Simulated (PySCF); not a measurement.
C2H7GaO. Atoms are numbered in the order given.

```xyz
11

Ga    -0.3612    -0.3881     0.0000
H     -1.9040    -0.1256     0.0000
C      0.6725    -2.0393     0.0000
H      0.4386    -2.6494     0.8871
H      0.4386    -2.6494    -0.8871
H      1.7481    -1.8098     0.0000
O      0.6533     1.0871     0.0000
C      0.1764     2.4053     0.0000
H      0.5438     2.9493    -0.8905
H      0.5438     2.9493     0.8905
H     -0.9308     2.4749     0.0000
```
Charge 0, spin multiplicity 1.

Geometry: r2SCAN-D4/def2-SVP. The structure was generated by enumeration; whether it is a known compound was not checked. Other conformers were not sampled.

Calculation: PySCF with PBE/pcSseg-1.

GIAO shieldings, no solvent; atoms alike by connectivity are averaged. δ = σ(ref) − σ: ¹H against TMS (σ = 31.49 ppm); ¹³C against TMS (σ = 182.0 ppm); ¹⁷O against H2O (σ = 334.3 ppm), references at their B3LYP-D3(BJ)/def2-TZVP geometries, non-relativistic.

| nucleus | atoms | count | δ (ppm) |
|---|---|---|---|
| ¹H | H2 | 1 | 6.16 |
| ¹H | H9, H10, H11 | 3 | 4.60 |
| ¹H | H4, H5, H6 | 3 | 0.47 |
| ¹³C | C8 | 1 | 64.7 |
| ¹³C | C3 | 1 | -2.1 |
| ¹⁷O | O7 | 1 | 165.9 |
